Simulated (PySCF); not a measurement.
C₄H₇NOSi, SMILES N[SiH2]c1ccco1 (GFN2-xTB optimised geometry):

```
14

N     -0.626    -2.512    -0.492
Si    -1.464    -1.103     0.039
C     -0.177     0.254     0.000
C      1.192     0.254     0.000
C      1.603     1.605     0.000
C      0.455     2.337     0.003
O     -0.618     1.535     0.004
H     -0.037    -2.457    -1.307
H     -1.109    -3.395    -0.478
H     -2.606    -0.663    -0.778
H     -1.912    -1.410     1.400
H      1.821    -0.613     0.002
H      2.606     1.980    -0.002
H      0.280     3.395     0.002
```

Method: PySCF with B3LYP/def2-TZVP.

Task: What are the frontier orbital energies and the dipole moment?

Result: HOMO-2 -7.84 eV, HOMO-1 -7.23 eV, HOMO -6.37 eV, LUMO -0.38 eV, LUMO+1 0.33 eV; dipole moment 1.31 D.

Meta-Löwdin charges at B3LYP/def2-TZVP: N1 -0.74, Si2 0.79, C3 -0.10, C4 -0.17, C5 -0.19, C6 0.04, O7 -0.23, H8 0.23, H9 0.23, H10 -0.14, H11 -0.13, H12 0.13, H13 0.13, H14 0.14.
